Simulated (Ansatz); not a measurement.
C₂H₄GeN, SMILES `[CH3][GeH][C]#N` radical. Total charge 0; spin multiplicity 2. The geometry is a stationary point of PBE0-D4/def2-TZVP.

```xyz
8

C    -0.510   -1.051   -0.406
Ge    0.274    0.723   -0.610
C     1.168    1.184    1.028
N     1.781    1.441    1.972
H    -1.019   -1.338   -1.325
H     0.270   -1.777   -0.181
H    -1.229   -1.031    0.416
H    -0.737    1.850   -0.894
```

(1) What is the dipole moment at ωB97M-V/def2-TZVPP? (Estimate.)

(2) And with PBE, r2SCAN, B3LYP? (An estimate is asked.)

(3) Give the Mulliken charges with ωB97M-V, PBE, B3LYP in def2-TZVPP. (Best estimate.)

## Answers

(1) Computed: 4.36 D, with components (-2.36, -1.82, -3.18) D in this frame, pointing from negative to positive charge.

(2) The calculation gave: PBE 4.27 D, r2SCAN 4.36 D, B3LYP 4.37 D.

(3) The calculation gave: 
| atom | ωB97M-V | PBE | B3LYP |
| --- | --- | --- | --- |
| C1 | -0.43 | -0.36 | -0.37 |
| Ge2 | 0.19 | 0.16 | 0.19 |
| C3 | -0.19 | -0.22 | -0.20 |
| N4 | -0.05 | 0.02 | -0.02 |
| H5 | 0.14 | 0.12 | 0.12 |
| H6 | 0.14 | 0.13 | 0.13 |
| H7 | 0.15 | 0.13 | 0.13 |
| H8 | 0.05 | 0.02 | 0.02 |

B3LYP here is the variant with VWN-RPA as its local correlation; programs differ in this.
